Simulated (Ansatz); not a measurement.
`F[SiH](Cl)[O][GeH3]` + HI → `F[SiH](Cl)I` + `[OH][GeH3]` at 600 K and 1 bar (ligand exchange at the Si–O bond).

Isolated molecules relaxed with PBE0-D4/def2-TZVP in Ansatz; ΔE leaves out vibrations. CCSD(T)/CBS is the MP2 limit (def2-TZVPP, def2-QZVPP) plus CCSD(T) − MP2 in def2-TZVPP, frozen cores. def2 core potentials past Kr. For Ge, I outer-core shells are correlated without core-valence functions, which leaves a few kJ/mol of doubt a bond. Scalar relativity is left out up to krypton. Each species was taken in one conformer, which may not be the lowest.

```json
{"species": "`F[SiH](Cl)[O][GeH3]`", "CCSD(T)/CBS energy (Eh)": "-3002.53092", "H − E (kJ/mol)": "174.9", "S (J/(mol·K))": "484.1"}
{"species": "HI", "CCSD(T)/CBS energy (Eh)": "-298.03592", "H − E (kJ/mol)": "31.6", "S (J/(mol·K))": "227.0"}
{"species": "`F[SiH](Cl)I`", "CCSD(T)/CBS energy (Eh)": "-1146.84711", "H − E (kJ/mol)": "79.9", "S (J/(mol·K))": "390.7"}
{"species": "`[OH][GeH3]`", "CCSD(T)/CBS energy (Eh)": "-2153.69723", "H − E (kJ/mol)": "132.5", "S (J/(mol·K))": "324.6"}
```

H − E and S are ideal-gas, rigid-rotor, harmonic terms from PBE0-D4/def2-TZVP, for one conformer and one mirror image of each species. 1 Eh = 2625.50 kJ/mol, R = 8.31446 J/(mol·K).

Q: By hand: ΔE, ΔH, ΔS and ΔG.

A: ΔE = (-1146.84711) + (-2153.69723) − (-3002.53092) − (-298.03592) = 0.02250 Eh = 59.1 kJ/mol. Δ(H − E) = 79.9 + 132.5 − 174.9 − 31.6 = 5.9, so ΔH = 65.0 kJ/mol. ΔS = 390.7 + 324.6 − 484.1 − 227.0 = 4.2 J/(mol·K). ΔG = 65.0 − 600 × (4.2)/1000 = 62.5 kJ/mol.

Q: By hand: the equilibrium constant, and the temperature at which ΔG would vanish if ΔH and ΔS stayed fixed.

A: log₁₀ K = −ΔG/(RT ln 10) = -5.4. ΔG = 0 at ΔH/ΔS = 15476 K, far beyond where these terms or the molecules hold.

The number of gas molecules stays the same, so ΔS is small and ΔH decides. A doubt of 5 kJ/mol in ΔE shifts log₁₀ K by 0.4 here. Other conformers and mirror images would add mixing entropy, several J/(mol·K) or more a flexible species. Modes under 60 cm⁻¹, often nearly free rotors, make the harmonic entropy too high. These are equilibria of isolated gas molecules and say nothing of rates. Largest T1 diagnostic: 0.011 (customary marks: 0.02 for closed shells, 0.045 for open ones).
